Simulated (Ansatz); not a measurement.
Species: H₃B, SMILES `B` (charge 0, multiplicity 1).

Problem. Give a relaxed geometry from CAM-B3LYP-D3(BJ)/def2-TZVP in Ansatz (a quantum-chemistry and plane-wave program).

Solution. the end point of this relaxation (outside a Z-matrix the atoms follow the SMILES, hydrogens last).
Cartesian coordinates (Å) in one orientation:
```xyz
4

B      0.000     0.000     0.000
H     -0.755    -0.918     0.015
H     -0.417     1.113     0.007
H      1.172    -0.195    -0.022
```
